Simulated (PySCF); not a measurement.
Can point charges reproduce the dipole moment of `O=C(O)[C@@H]1[Si@@H](O)C[Si@@H]1F`?

Coordinates (GFN2-xTB, Å) and charges (e) from the PBE0/pcSseg-1 density (PySCF):

```csv
atom,x,y,z,Mulliken,IAO,Hirshfeld,ESP-fitted
O1,2.506,-1.126,-1.321,-0.4000,-0.4732,-0.2872,-0.5435
C2,1.670,-0.663,-0.587,+0.4758,+0.5335,+0.1928,+0.7077
O3,1.951,-0.375,0.709,-0.3882,-0.5040,-0.1610,-0.5922
C4,0.279,-0.334,-0.911,-0.8561,-0.7674,-0.2248,-0.6329
Si5,-0.262,1.325,-0.081,+1.0293,+1.1584,+0.4234,+0.8450
O6,-1.388,2.095,-0.968,-0.5422,-0.7827,-0.3011,-0.6993
C7,-1.228,0.313,1.222,-0.8571,-0.8780,-0.2610,-0.7678
Si8,-0.925,-1.292,0.247,+1.1018,+1.2340,+0.4526,+0.8295
F9,-0.188,-2.442,1.110,-0.4171,-0.5240,-0.2015,-0.3156
H10,2.858,-0.645,0.916,+0.2469,+0.3755,+0.1882,+0.4319
H11,0.120,-0.460,-1.978,+0.1768,+0.1779,+0.0452,+0.1634
H12,0.823,2.215,0.309,-0.0832,-0.1384,-0.0738,-0.1382
H13,-1.192,2.479,-1.819,+0.2466,+0.3696,+0.1831,+0.4284
H14,-2.264,0.601,1.359,+0.1747,+0.1733,+0.0434,+0.2049
H15,-0.759,0.310,2.201,+0.1836,+0.1790,+0.0455,+0.2011
H16,-2.008,-1.992,-0.419,-0.0916,-0.1335,-0.0640,-0.1224
```

Task: Form Σ q r in debye for every column and set it beside the full dipole.

Result: The full density gives (-1.28, 2.49, 0.02) D, 2.80 D in size; dipole vectors point from the negative to the positive end.

```csv
scheme,μx,μy,μz,size (D),share of the full size (%),angle to the full dipole (°)
Mulliken,-2.87,3.13,0.19,4.25,152,16
IAO,-1.90,3.08,-0.34,3.63,130,7
Hirshfeld,-1.29,1.93,0.46,2.37,85,13
ESP-fitted,-1.30,2.50,0.03,2.82,101,0
```

Task: Which set comes closest?

Result: Length of the difference vector: ESP-fitted 0.03 D, Hirshfeld 0.71 D, IAO 0.93 D, Mulliken 1.72 D. Closest: ESP-fitted. The schemes that divide the density aren't constrained to reproduce the dipole.

Task: What is left for the Hirshfeld atoms' own dipoles?

Result: The shares of the density sum to the whole, so what Σ q r misses lies in dipoles about the nuclei. The atomic dipoles sum to (-1.28, 2.49, 0.02) − (-1.29, 1.93, 0.46) = (0.01, 0.56, -0.44) D, 0.71 D in size.

Task: With the origin at the mean of the coordinates, (0.000, 0.001, -0.001) Å, which are the largest single terms, by size, of the Hirshfeld dipole along the direction of the full one?

Result: O6 -3.60, O1 +2.97, Si5 +2.64, H13 +2.41, F9 +2.01 D; all 16 atoms together +2.31 D. The single terms depend on the origin, their sum doesn't.

Task: Give the size of the full dipole in other units.

Result: 2.80 D = 1.102 au = 0.583 e·Å = 9.35 × 10⁻³⁰ C·m.

One conformer (not necessarily the lowest) at the GFN2-xTB geometry, without solvent, vibrations or thermal averaging.

The run behind these numbers computed NMR shieldings as well. On Arm Neoverse V1, one thread, no GPU (shared host), this took 41 s and 0.90 GiB of memory at its peak.

The values belong to the conformer `[O:1]=[C:2]([OH:3])[C@@H:4]1[Si@@H:5]([OH:6])[CH2:7][Si@@H:8]1[F:9]`: O1–C2–C4–Si5 -140°, H–O3–C2–O1 -3°, H–O6–Si5–C4 -68°.
